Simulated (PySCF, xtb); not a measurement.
C₄H₉F, SMILES CC(C)(C)F.

Harmonic wavenumbers (cm⁻¹) from GFN2-xTB (xtb 6.7.1) at its own minimum, in rising order: 141, 205, 206, 320, 320, 394, 447, 448, 778, 887, 951, 951, 961, 1029, 1029, 1201, 1253, 1253, 1395, 1395, 1414, 1466, 1482, 1482, 1485, 1485, 1504, 3037, 3043, 3043, 3047, 3047, 3048, 3051, 3052, 3059.

Task: What does PBE-D3(BJ)/def2-SVP (PySCF) give at its own minimum? (The exact figures need the calculation; the answer reports its results.)

Result: 190, 250, 250, 326, 326, 396, 449, 449, 749, 885, 889, 889, 916, 999, 999, 1182, 1232, 1232, 1334, 1334, 1350, 1386, 1403, 1403, 1418, 1418, 1441, 2977, 2977, 2983, 3073, 3073, 3075, 3078, 3078, 3080. Paired by order, the mean absolute difference is 40 cm⁻¹ and the zero-point energies are 76.2 and 75.0 kcal/mol.
